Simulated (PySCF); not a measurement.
PySCF input for In(Me)2 (C2H6In), SMILES [CH3][In][CH3], multiplicity 2, IEF-PCM-B3LYP/def2-SVP. Geometry: PBE0-D3(BJ)/def2-SVP. The multiplicity is an assumed one; other spin states were not compared. The isomer is the one that the SMILES or the coordinates give; other isomers of the formula were not compared. The def2 effective core potentials stand for the cores of In; spin–orbit coupling is left out.

```python
import numpy as np
from pyscf import gto, scf, dft
from pyscf.solvent import pcm

mol = gto.M(
    atom='''
    In    0.19670462    0.08151822    0.24677617
    C     0.91898454    0.08044070   -1.84433857
    H     1.31645754   -0.92088784   -2.07525461
    H     1.71812709    0.81934906   -1.99409871
    H     0.07857778    0.29593977   -2.52244397
    C    -1.91019059   -0.48762813    0.60530119
    H    -2.09684220   -1.46593168    0.13420701
    H    -2.55786723    0.26311299    0.12441731
    H    -2.14974330   -0.54285063    1.67536498
    ''',
    basis='def2-SVP',
    ecp={'In': 'def2-svp'},
    charge=0,
    spin=1,
    max_memory=1600,
    verbose=3,
)
mf = dft.UKS(mol, xc='b3lyp').density_fit(auxbasis='def2-universal-jkfit')
mf.grids.level = 3
mf.conv_tol = 1e-9
mf.max_cycle = 100
mf.kernel()
fine, coarse = mf.grids, dft.Grids(mol).set(level=1).build(with_non0tab=True)
for _ in range(3):  # follow internal instabilities
    mf.grids = coarse
    mo, _, stable, _ = mf.stability(return_status=True, nroots=4)
    mf.grids = fine
    if stable:
        break
    mf.kernel(mf.make_rdm1(mo, mf.mo_occ))
res = {}
for name, eps in {'water': 78.355, 'acetone': 20.493, 'chloroform': 4.7113}.items():
    s = mf.PCM()
    s.with_solvent.method, s.with_solvent.eps, s.with_solvent.lebedev_order = 'IEF-PCM', eps, 29
    s.kernel(mf.make_rdm1())
    res[name] = (s.e_tot, eps, s.dip_moment(), s.mo_energy, s.converged)
    print(f'{name}: electrostatic solvation free energy {(s.e_tot - mf.e_tot) * 627.509474:.3f} kcal/mol')
```

Output:

```

WARN: HOMO -0.626763188386274 >= LUMO -0.626763188386274

converged SCF energy = -269.920664671645  <S^2> = 0.75279214  2S+1 = 2.0027902
<class 'pyscf.df.df_jk.DFUKS'> wavefunction is stable in the internal stability analysis

WARN: PCM is an experimental feature. It is still in testing.
Features and APIs may be changed in the future.

converged SCF energy = -269.923372394868  <S^2> = 0.75271078  2S+1 = 2.0027089
Dipole moment(X, Y, Z, Debye): -0.19274, -0.08808, -0.24089
water: electrostatic solvation free energy -1.699 kcal/mol

WARN: PCM is an experimental feature. It is still in testing.
Features and APIs may be changed in the future.

converged SCF energy = -269.92320224739  <S^2> = 0.75271518  2S+1 = 2.0027133
Dipole moment(X, Y, Z, Debye): -0.18982, -0.08641, -0.23706
acetone: electrostatic solvation free energy -1.592 kcal/mol

WARN: PCM is an experimental feature. It is still in testing.
Features and APIs may be changed in the future.

converged SCF energy = -269.92253689172  <S^2> = 0.75273354  2S+1 = 2.0027317
Dipole moment(X, Y, Z, Debye): -0.18161, -0.08141, -0.22620
chloroform: electrostatic solvation free energy -1.175 kcal/mol
```

The run converged.
